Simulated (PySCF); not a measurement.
C4H14BNSi (SMILES C[SiH2]N(C)B(C)C), singlet, at a GFN2-xTB geometry, atoms displaced at random by about 0.08 Å a coordinate; R2SCAN/STO-3G, gradient run with PySCF.

The PySCF input:
```python
from pyscf import gto, scf, dft

mol = gto.M(
    atom='''
Si    0.97008649    1.11536553   -0.27919047
C     2.86312922    0.36320819   -0.34972277
N     0.00567645   -0.30723494   -0.16746518
C     0.61811861   -1.79200963   -0.03409107
B    -1.48186826   -0.12491431    0.20945729
C    -2.23237334   -1.52660185    0.45752490
C    -1.89465835    1.25681340    0.30685623
H     0.85607690    1.68848728   -1.70815444
H     0.89976599    1.79143651    0.65292180
H     3.65245474    1.25450701   -0.36808526
H     3.17179805   -0.10509124    0.70454516
H     3.02395517   -0.28686176   -1.27856499
H     1.46469239   -1.62642358   -0.45477625
H     0.58860969   -2.03369958    0.95570013
H    -0.08945213   -2.43233185   -0.55834814
H    -2.37864199   -2.17220787   -0.30844822
H    -3.35643120   -1.26897907    0.83112823
H    -2.09886317   -2.06530300    1.28685400
H    -1.55684623    1.92195792   -0.60444243
H    -3.18635872    1.19719318    0.19968284
H    -1.76126114    1.94196852    1.14239766
''',
    basis='sto-3g',
    verbose=4,
)

mf = dft.RKS(mol)
mf.xc = 'r2scan'
mf.grids.level = 0
mf.kernel()
g = mf.nuc_grad_method()
g.grid_response = True
grad = g.kernel()
```

Q: What does PySCF print? Leave out banner, timings and long lists.

A: 
```
PySCF version 2.14.0

[INPUT] verbose = 4
[INPUT] num. atoms = 21
[INPUT] num. electrons = 64
[INPUT] charge = 0
[INPUT] spin (= nelec alpha-beta = 2S) = 0
[INPUT] symmetry False subgroup None
[INPUT] Mole.unit = angstrom
[INPUT] Symbol           X                Y                Z      unit          X                Y                Z       unit  Magmom
[INPUT]  1 Si     0.970086490000   1.115365530000  -0.279190470000 AA    1.833197783241   2.107735380480  -0.527593524889 Bohr   0.0
[INPUT]  2 C      2.863129220000   0.363208190000  -0.349722770000 AA    5.410530085040   0.686364005299  -0.660880254824 Bohr   0.0
[INPUT]  3 N      0.005676450000  -0.307234940000  -0.167465180000 AA    0.010726935860  -0.580589892497  -0.316463325601 Bohr   0.0
[INPUT]  4 C      0.618118610000  -1.792009630000  -0.034091070000 AA    1.168074885397  -3.386407413283  -0.064422785593 Bohr   0.0
[INPUT]  5 B     -1.481868260000  -0.124914310000   0.209457290000 AA   -2.800325164086  -0.236053834939   0.395816912894 Bohr   0.0
[INPUT]  6 C     -2.232373340000  -1.526601850000   0.457524900000 AA   -4.218574220381  -2.884859397754   0.864596756169 Bohr   0.0
[INPUT]  7 C     -1.894658350000   1.256813400000   0.306856230000 AA   -3.580385381120   2.375033115683   0.579874234317 Bohr   0.0
[INPUT]  8 H      0.856076900000   1.688487280000  -1.708154440000 AA    1.617750882567   3.190778524012  -3.227944070060 Bohr   0.0
[INPUT]  9 H      0.899765990000   1.791436510000   0.652921800000 AA    1.700311297298   3.385324373447   1.233843382758 Bohr   0.0
[INPUT] 10 H      3.652454740000   1.254507010000  -0.368085260000 AA    6.902139140969   2.370674670247  -0.695580331889 Bohr   0.0
[INPUT] 11 H      3.171798050000  -0.105091240000   0.704545160000 AA    5.993829636930  -0.198593661691   1.331397394788 Bohr   0.0
[INPUT] 12 H      3.023955170000  -0.286861760000  -1.278564990000 AA    5.714447084263  -0.542090162011  -2.416137663557 Bohr   0.0
[INPUT] 13 H      1.464692390000  -1.626423580000  -0.454776250000 AA    2.767867473835  -3.073495128735  -0.859402560457 Bohr   0.0
[INPUT] 14 H      0.588609690000  -2.033699580000   0.955700130000 AA    1.112311108365  -3.843135225843   1.806011502911 Bohr   0.0
[INPUT] 15 H     -0.089452130000  -2.432331850000  -0.558348140000 AA   -0.169040026959  -4.596441040557  -1.055125066760 Bohr   0.0
[INPUT] 16 H     -2.378641990000  -2.172207870000  -0.308448220000 AA   -4.494981909490  -4.104877959925  -0.582882659410 Bohr   0.0
[INPUT] 17 H     -3.356431200000  -1.268979070000   0.831128230000 AA   -6.342735723945  -2.398022900105   1.570604729095 Bohr   0.0
[INPUT] 18 H     -2.098863170000  -2.065303000000   1.286854000000 AA   -3.966276564236  -3.902857034243   2.431801622301 Bohr   0.0
[INPUT] 19 H     -1.556846230000   1.921957920000  -0.604442430000 AA   -2.942012992762   3.631974091739  -1.142230650767 Bohr   0.0
[INPUT] 20 H     -3.186358720000   1.197193180000   0.199682840000 AA   -6.021345315420   2.262367228397   0.377345879375 Bohr   0.0
[INPUT] 21 H     -1.761261140000   1.941968520000   1.142397660000 AA   -3.328301188439   3.669788645327   2.158818702744 Bohr   0.0

nuclear repulsion = 372.031980492859
number of shells = 37
number of NR pGTOs = 159
number of NR cGTOs = 53
basis = sto-3g
ecp = {}

******** <class 'pyscf.dft.rks.RKS'> ********
method = RKS
initial guess = minao
damping factor = 0
level_shift factor = 0
DIIS = <class 'pyscf.scf.diis.CDIIS'>
diis_start_cycle = 1
diis_space = 8
diis_damp = 0
SCF conv_tol = 1e-09
SCF conv_tol_grad = None
SCF max_cycles = 50
direct_scf = True
direct_scf_tol = 1e-13
XC library pyscf.dft.libxc version 7.1.2
    S. Lehtola, C. Steigemann, M. J. T. Oliveira, and M. A. L. Marques,  SoftwareX 7, 1–5 (2018)
XC functionals = r2scan
    J. W. Furness, A. D. Kaplan, J. Ning, J. P. Perdew, and J. Sun,  J. Phys. Chem. Lett. 11, 8208–8215 (2020)
    J. W. Furness, A. D. Kaplan, J. Ning, J. P. Perdew, and J. Sun,  J. Phys. Chem. Lett. 11, 9248–9248 (2020)
    J. W. Furness, A. D. Kaplan, J. Ning, J. P. Perdew, and J. Sun,  J. Phys. Chem. Lett. 11, 8208–8215 (2020)
    J. W. Furness, A. D. Kaplan, J. Ning, J. P. Perdew, and J. Sun,  J. Phys. Chem. Lett. 11, 9248–9248 (2020)
radial grids:
    Treutler-Ahlrichs [JCP 102, 346 (1995); DOI:10.1063/1.469408] (M4) radial grids

becke partition: Becke, JCP 88, 2547 (1988); DOI:10.1063/1.454033
pruning grids: <function nwchem_prune>
grids dens level: 0
symmetrized grids: False
atomic radii adjust function: <function treutler_atomic_radii_adjust>
small_rho_cutoff = 0
Set gradient conv threshold to 3.16228e-05
Initial guess from minao.
tot grids = 16800
init E= -523.425216264463
  HOMO = -0.295103323782093  LUMO = -0.0525682474840897  gap/eV = 6.59972
cycle= 1 E= -523.347444325213  delta_E= 0.0778  |g|= 0.553  |ddm|= 5.35
  HOMO = 0.00475024865311979  LUMO = 0.159814898634211  gap/eV = 4.21952
cycle= 2 E= -523.020855287285  delta_E= 0.327  |g|= 1.18  |ddm|= 2.14
  HOMO = -0.11825792452503  LUMO = 0.122197298722181  gap/eV = 6.54312
cycle= 3 E= -523.427912841065  delta_E= -0.407  |g|= 0.243  |ddm|= 1.62
  HOMO = -0.107904410056009  LUMO = 0.0982834142446389  gap/eV = 5.61066
cycle= 4 E= -523.448869420522  delta_E= -0.021  |g|= 0.0315  |ddm|= 0.377
  HOMO = -0.113328204547654  LUMO = 0.0929081530077299  gap/eV = 5.61198
cycle= 5 E= -523.449129570274  delta_E= -0.00026  |g|= 0.0132  |ddm|= 0.0567
  HOMO = -0.112357619020414  LUMO = 0.0945179283229062  gap/eV = 5.62937
cycle= 6 E= -523.449190022184  delta_E= -6.05e-05  |g|= 0.00274  |ddm|= 0.0206
  HOMO = -0.1124914441205  LUMO = 0.0945066297289698  gap/eV = 5.63270
cycle= 7 E= -523.44919256443  delta_E= -2.54e-06  |g|= 0.000513  |ddm|= 0.00432
  HOMO = -0.112525243880247  LUMO = 0.0945024796931001  gap/eV = 5.63351
cycle= 8 E= -523.449192656484  delta_E= -9.21e-08  |g|= 0.000107  |ddm|= 0.000892
  HOMO = -0.112532603307827  LUMO = 0.0944992768562077  gap/eV = 5.63362
cycle= 9 E= -523.449192660137  delta_E= -3.65e-09  |g|= 2.94e-05  |ddm|= 0.00018
  HOMO = -0.112529817104499  LUMO = 0.094502505225492  gap/eV = 5.63364
cycle= 10 E= -523.449192660427  delta_E= -2.9e-10  |g|= 3.61e-06  |ddm|= 4.54e-05
  HOMO = -0.11252912490644  LUMO = 0.0945018905597755  gap/eV = 5.63360
Extra cycle  E= -523.449192660419  delta_E= 7.96e-12  |g|= 6.21e-06  |ddm|= 1.52e-05
converged SCF energy = -523.449192660419

******** <class 'pyscf.grad.rks.Gradients'> for <class 'pyscf.dft.rks.RKS'> ********
unit = Eh/Bohr
grid_response = True
--------------- RKS gradients ---------------
         x                y                z
0 Si    -0.1136392889     0.1737726287     0.2651614643
1 C    -0.0174921442    -0.0461515227    -0.0429771710
2 N     0.1046434930     0.0526633066    -0.0347861291
3 C     0.1661172159    -0.0758430147     0.0145339603
4 B    -0.1435056688     0.1315506902     0.0138986827
5 C     0.1140790334    -0.1366544235    -0.0267107365
6 C     0.1464399714    -0.1131672207     0.0590010632
7 H     0.0055838933     0.0024053368    -0.0401929543
8 H     0.0227891865    -0.1698770742    -0.2126369772
9 H     0.0403424011     0.0378087572     0.0114644829
10 H     0.0211594006    -0.0047512737     0.0590526249
11 H     0.0005834498    -0.0130132174    -0.0332761030
12 H    -0.1473301611     0.0013067640     0.0635441502
13 H    -0.0130052429     0.0213765620    -0.0760643222
14 H    -0.0038724364     0.0093536069     0.0105727231
15 H     0.0033332612     0.0477461079     0.0705379846
16 H    -0.0468635621     0.0021366640     0.0392553192
17 H    -0.0548955790     0.0564991495    -0.0833130281
18 H     0.0135036108     0.0304686998    -0.0318467879
19 H    -0.0909287811    -0.0146640424    -0.0055203123
20 H    -0.0070420525     0.0070335154    -0.0196979338
----------------------------------------------
```
